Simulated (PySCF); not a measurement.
Screening by computed properties: pick the candidate that meets the target.

Each SMILES stands for a single optimised conformer of the isolated species, non-relativistic unless stated; the electronic structure was computed with PySCF and density fitting.

Dipoles, sizes and rotational constants follow the conformer. The torsions of the flexible species, by atom-mapped SMILES:
- `[cH:1]1[cH:2][c:3]([C:4]2[CH2:5][CH2:6]2)[cH:7][cH:8][n:9]1`: C2–C3–C4–C5 180°
- `[CH3:1][NH+:2][c:3]1[cH:4][o:5][c:6]([F:7])[cH:8]1`: C1–N2–C3–C4 180°
- `[CH2+:1][CH:2][O:3]/[CH:4]=[CH:5]\[NH:6][CH:7]=[O:8]`: C1–C2–O3–C4 180°, C2–O3–C4–C5 180°, C4–C5–N6–C7 180°, C5–N6–C7–O8 0°

Question: Wanted: smallest rotational constant between 1 GHz and 1.4 GHz (GFN2-xTB) and isotropic g value below 2.0035 (unrestricted B3LYP/pcH-1, mean-field spin–orbit), at GFN2-xTB geometries. Which candidate meets both?
A. `c1cc([C]2CC2)ccn1` [radical]
B. `C[NH+]c1coc(F)c1` [radical]
C. `[CH2+][CH]O/C=C\NC=O` [radical]
D. `F[C]1CCC=C1F` [radical]

Answer: B. Computed values:
```csv
species,smallest rotational constant,isotropic g value
[CH2+][CH]O/C=C\NC=O [radical],0.708 GHz,2.00379
c1cc([C]2CC2)ccn1 [radical],0.890 GHz,2.00292
C[NH+]c1coc(F)c1 [radical],1.067 GHz,2.00302
F[C]1CCC=C1F [radical],1.652 GHz,2.00316
```
